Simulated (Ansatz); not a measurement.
`C=[C](Cl)[AlH][SiH3]` + `C[O][Mg][O][SiH3]` → `[SiH3][O][Mg][O][SiH3]` + `C=[C](Cl)[AlH][CH3]`  (redistribution)

Isolated molecules relaxed with PBE0-D4/def2-TZVP in Ansatz; ΔE leaves out vibrations. CBS: MP2 limit from def2 TZ/QZ plus the TZ coupled-cluster correction, frozen cores. Functionals use def2-TZVPP. B3LYP here is the variant with VWN-RPA as its local correlation; programs differ in this. For Mg outer-core shells are correlated without core-valence functions, which leaves a few kJ/mol of doubt a bond. Each species was taken in one conformer, which may not be the lowest.

```
          level  ΔE (kJ/mol)
      r2SCAN-D4       -211.8
       B3LYP-D4       -208.6
        ωB97M-V       -219.6
           PBE0       -196.2
  HF/def2-TZVPP       -223.9
 MP2/def2-TZVPP       -230.1
CCSD/def2-TZVPP       -216.2
 CCSD/CBS(def2)       -222.1
```

Question: What does CCSD(T)/CBS give? (Best estimate.)

Answer: Computed: -220.5 kJ/mol. The listed levels differ from it by 8.7, 11.9, 0.9, 24.3, -3.4, -9.6, 4.3, -1.6 kJ/mol.

Largest T1 diagnostic among the species: 0.012.

From PBE to PBE0 (25 % exact exchange), in def2-TZVPP and without D4, ΔE moves by −9.2 kJ/mol.
